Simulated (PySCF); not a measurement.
```xyz
4
charge -1 multiplicity 1, angstrom
Cl    0.0000    0.0000   -0.5442
Se    2.1968    0.0000    0.0798
Se   -1.0984    1.9024    0.0798
Se   -1.0984   -1.9025    0.0798
```

These are results of PBE0 in PySCF with Cl def2-SVPD, Se def2-SVPD; no relativity; density-fitted integrals, not measurements.

This geometry of ClSe₃⁻ is a stationary point at this level.

Task: What is the point group?

Result: C3v.

Task: Is it a minimum?

Result: Yes: all harmonic wavenumbers are real.

Task: What are the dipole moment and the gap between the highest occupied and lowest empty levels?

Result: 0.26 D about the centre of mass and 2.22 eV.

Task: Give the ideal-gas entropy at 298.15 K and 1 bar by parts.

Result: translation 178.9, rotation 121.8, vibration 64.1, spin 0.0; total 364.8 J/(mol K).

This need not be the most stable arrangement of these atoms. The lowest empty level of this anion is unbound, so it and the gap depend on the basis.
